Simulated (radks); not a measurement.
Neutral oxygen inside a hard spherical wall (all orbitals vanish at R), configuration held at [He] 2s2 2p4 and not refilled when levels cross. All-electron calculation, non-relativistic Kohn-Sham, PBE, spin-unpolarised, spherical densities, point nucleus. Program: a radial shooting solver on a logarithmic mesh with Libxc functionals. Eigenvalues in eV, with the zero of energy where the potential of the charges vanishes at infinity; a dash marks a level that is unbound or too diffuse for the functional's potential to be trusted. A positive occupied level is held by the wall or, in an anion where self-interaction has pushed it up, behind a barrier. The pressure on the wall is -dE/dV.

[
 {"R (bohr)": "free", "E (hartree)": "-74.94519", "kinetic (hartree)": "74.734", "e(1s)": "-514.26", "e(2s)": "-23.915", "e(2p)": "-9.038", "e(3s, empty)": "-", "e(3p, empty)": "-", "pressure (GPa)": "0"},
 {"R (bohr)": "15", "E (hartree)": "-74.94519", "kinetic (hartree)": "74.734", "e(1s)": "-514.26", "e(2s)": "-23.915", "e(2p)": "-9.038", "e(3s, empty)": "-", "e(3p, empty)": "-", "pressure (GPa)": "< 0.0001"},
 {"R (bohr)": "12", "E (hartree)": "-74.94519", "kinetic (hartree)": "74.734", "e(1s)": "-514.26", "e(2s)": "-23.915", "e(2p)": "-9.038", "e(3s, empty)": "0.034", "e(3p, empty)": "1.270", "pressure (GPa)": "< 0.0001"},
 {"R (bohr)": "10", "E (hartree)": "-74.94519", "kinetic (hartree)": "74.734", "e(1s)": "-514.26", "e(2s)": "-23.914", "e(2p)": "-9.037", "e(3s, empty)": "0.279", "e(3p, empty)": "1.823", "pressure (GPa)": "< 0.0001"},
 {"R (bohr)": "7", "E (hartree)": "-74.94495", "kinetic (hartree)": "74.737", "e(1s)": "-514.23", "e(2s)": "-23.890", "e(2p)": "-9.013", "e(3s, empty)": "1.685", "e(3p, empty)": "4.187", "pressure (GPa)": "0.0194"},
 {"R (bohr)": "5", "E (hartree)": "-74.93838", "kinetic (hartree)": "74.784", "e(1s)": "-513.75", "e(2s)": "-23.560", "e(2p)": "-8.657", "e(3s, empty)": "6.216", "e(3p, empty)": "10.218", "pressure (GPa)": "1.08"},
 {"R (bohr)": "4", "E (hartree)": "-74.90704", "kinetic (hartree)": "74.963", "e(1s)": "-512.31", "e(2s)": "-22.628", "e(2p)": "-7.603", "e(3s, empty)": "13.641", "e(3p, empty)": "18.755", "pressure (GPa)": "9.90"},
 {"R (bohr)": "3.5", "E (hartree)": "-74.85084", "kinetic (hartree)": "75.245", "e(1s)": "-510.41", "e(2s)": "-21.430", "e(2p)": "-6.219", "e(3s, empty)": "21.393", "e(3p, empty)": "26.953", "pressure (GPa)": "33.4"},
 {"R (bohr)": "3", "E (hartree)": "-74.70087", "kinetic (hartree)": "75.913", "e(1s)": "-506.54", "e(2s)": "-18.974", "e(2p)": "-3.377", "e(3s, empty)": "35.383", "e(3p, empty)": "40.862", "pressure (GPa)": "124"},
 {"R (bohr)": "2.5", "E (hartree)": "-74.27368", "kinetic (hartree)": "77.553", "e(1s)": "-498.50", "e(2s)": "-13.579", "e(2p)": "2.726", "e(3s, empty)": "62.726", "e(3p, empty)": "66.442", "pressure (GPa)": "526"},
 {"R (bohr)": "2", "E (hartree)": "-72.95304", "kinetic (hartree)": "81.744", "e(1s)": "-481.53", "e(2s)": "-0.475", "e(2p)": "16.710", "e(3s, empty)": "122.12", "e(3p, empty)": "118.69", "pressure (GPa)": "2640"}
]
